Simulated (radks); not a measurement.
Excited configurations of W IV: one electron is placed in a higher orbital outside [Xe] 4f14 5d2. The ground configuration is [Xe] 4f14 5d3. Method: Dirac Kohn-Sham, PBE, spin-unpolarised, spherical densities, finite nucleus; open shells fill j = l - 1/2 first; Fermi nuclear charge, rms radius 5.3658 fm; computed with a radial shooting solver on a logarithmic mesh with Libxc functionals. Excitation = E - E(ground); binding = E(ion) - E, where the ion is the core of charge +4; n* = 4/sqrt(2 binding) in atomic units, and the quantum defect is n - n*.

outer orbital  excitation (eV)  binding (eV)     n*  quantum defect
5f5/2                   22.965        14.642  3.856           1.144
6s1/2                    3.764        33.843  2.536           3.464
6d3/2                   20.522        17.084  3.570           2.430
6f5/2                   27.931         9.675  4.743           1.257
7s1/2                   20.406        17.201  3.557           3.443
7p1/2                   22.871        14.736  3.844           3.156
7d3/2                   27.062        10.545  4.544           2.456
7f5/2                   30.873         6.734  5.686           1.314

The Delta-SCF ionisation energy is 37.607 eV (NIST Atomic Spectra Database: 38.2 eV, semi-empirical). Self-interaction in the functional shifts the binding energies and quantum defects, so they are the method's values and not measured ones. Spin polarisation and multiplet splitting are left out, so open shells lie too high by an amount that depends on their filling.

Beside tabulated values, note that spin-unpolarised runs miss the spin-polarisation part of the exchange energy of open shells.
